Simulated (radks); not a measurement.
Task: The oxygen anion O2-, [Ne], held by a Watson sphere: a shell of charge +2.84 at radius R that stands for the Madelung well of a crystal (potential energy -2.84/R inside, -2.84/r outside, in hartree with lengths in bohr). Calculated with a radial shooting solver on a logarithmic mesh with Libxc functionals: non-relativistic Kohn-Sham, LB94 model potential, spin-polarised, spherical densities, point nucleus. Response by self-consistent Sternheimer equations with the Hartree and adiabatic LDA kernel. The sphere does not respond.

| R (bohr) | e(1s) (eV) | e(2s) (eV) | e(2p) (eV) | <r> 2p (bohr) | sum of <r^2> (bohr^2) | X-ray form factor at sin(theta)/lambda = 0.2 1/angstrom | alpha (bohr^3) |
|---|---|---|---|---|---|---|---|
| 2.76 | -537.62 | -30.719 | -17.185 | 1.544 | 23.41 | 5.974 | 17.54 |
| 2.89 | -537.06 | -29.971 | -16.464 | 1.565 | 24.07 | 5.946 | 19.48 |
| 3.46 | -534.86 | -27.243 | -13.783 | 1.642 | 26.84 | 5.869 | 29.92 |
| 3.83 | -533.64 | -25.844 | -12.381 | 1.685 | 28.55 | 5.844 | 38.64 |

Estimate the row for R = 2.62 bohr.

Result: e(1s) (eV) -538.25; e(2s) (eV) -31.588; e(2p) (eV) -18.014; <r> 2p (bohr) 1.521; sum of <r^2> (bohr^2) 22.67; X-ray form factor at sin(theta)/lambda = 0.2 1/angstrom 6.010; alpha (bohr^3) 15.61.
